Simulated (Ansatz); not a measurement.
`N[SiH]([SiH3])[SnH3]` + `OC[SiH2]Cl` → `[SiH3]OC[SiH2]Cl` + `N[SiH2][SnH3]`  (cleavage of the Si–Si bond)

Program: Ansatz. Geometries: PBE0-D4/def2-TZVP. ΔE: electronic, gas phase. CCSD(T)/CBS is the MP2 limit (def2-TZVPP, def2-QZVPP) plus CCSD(T) − MP2 in def2-TZVPP, frozen cores. DFT in def2-TZVPP. B3LYP here is the variant with VWN-RPA as its local correlation; programs differ in this. def2 core potentials past Kr. For Sn outer-core shells are correlated without core-valence functions, which leaves a few kJ/mol of doubt a bond. One conformer a species, not always the lowest.

`N[SiH]([SiH3])[SnH3]`:

```xyz
13

N    -0.004    1.274    1.626
Si    0.429   -0.057    0.606
Si    1.498    0.501   -1.410
Sn   -1.719   -1.368    0.093
H    -0.753    1.885    1.342
H     0.728    1.801    2.078
H     1.356   -0.927    1.383
H     0.584    1.309   -2.266
H     2.731    1.306   -1.172
H     1.875   -0.727   -2.164
H    -1.487   -2.468   -1.193
H    -2.960   -0.284   -0.373
H    -2.279   -2.243    1.449
```

`OC[SiH2]Cl`:

```xyz
9

O     1.039   -0.126   -1.401
C    -0.272   -0.011   -0.877
Si   -0.308   -0.208    0.994
Cl    1.054    1.158    1.737
H     1.602    0.505   -0.943
H    -0.866   -0.812   -1.330
H    -0.749    0.936   -1.168
H    -1.641    0.109    1.564
H     0.141   -1.552    1.423
```

`[SiH3]OC[SiH2]Cl`:

Z-matrix (Å, degrees):
```
Si
O 1 1.649
H 1 1.480 2 106.4
H 1 1.489 2 110.3 3 -120.2
H 1 1.489 2 110.3 3 120.2
C 2 1.420 1 121.5 3 -179.8
Si 6 1.881 2 106.6 1 -179.8
H 6 1.098 2 111.5 1 -59.6
H 6 1.098 2 111.4 1 60.0
Cl 7 2.060 6 108.0 2 -179.8
H 7 1.481 6 110.6 2 61.6
H 7 1.481 6 110.6 2 -61.3
```

`N[SiH2][SnH3]`:

Z-matrix (Å, degrees):
```
Si
Sn 1 2.563
N 1 1.724 2 108.1
H 1 1.496 2 108.4 3 -126.1
H 1 1.487 2 110.6 3 117.4
H 2 1.709 1 111.7 3 167.6
H 2 1.712 1 110.3 3 48.2
H 2 1.708 1 111.9 3 -71.3
H 3 1.008 1 119.5 2 167.3
H 3 1.007 1 119.8 2 -50.1
```

```json
{"level": "ωB97X-V", "ΔE (kJ/mol)": "-83.6"}
{"level": "ωB97M-V", "ΔE (kJ/mol)": "-87.2"}
{"level": "B3LYP", "ΔE (kJ/mol)": "-87.7"}
{"level": "MP2/def2-TZVPP", "ΔE (kJ/mol)": "-92.2"}
{"level": "MP2/def2-QZVPP", "ΔE (kJ/mol)": "-91.9"}
{"level": "SCS-MP2/def2-QZVPP", "ΔE (kJ/mol)": "-97.7"}
{"level": "HF/CBS(def2)", "ΔE (kJ/mol)": "-118.0"}
{"level": "CCSD/CBS(def2)", "ΔE (kJ/mol)": "-88.1"}
```

What does CCSD(T)/CBS give? (Estimate.)

The calculation gave: -83.5 kJ/mol. The listed levels differ from it by -0.1, -3.7, -4.2, -8.7, -8.4, -14.2, -34.5, -4.6 kJ/mol.

Largest T1 diagnostic among the species: 0.013.

In def2-TZVPP, CCSD(T) changes the Hartree–Fock value by +30.3 kJ/mol (the triples alone add +4.6 kJ/mol) and MP2 by +23.4 kJ/mol. The D4 term adds +4.4 kJ/mol with B3LYP and +2.5 kJ/mol with PBE0; it sums over pairs of atoms, weighted by their polarisabilities, and B3LYP, whose exchange is more repulsive, gets the larger term. From PBE to PBE0 (25 % exact exchange), in def2-TZVPP and without D4, ΔE moves by −8.7 kJ/mol.
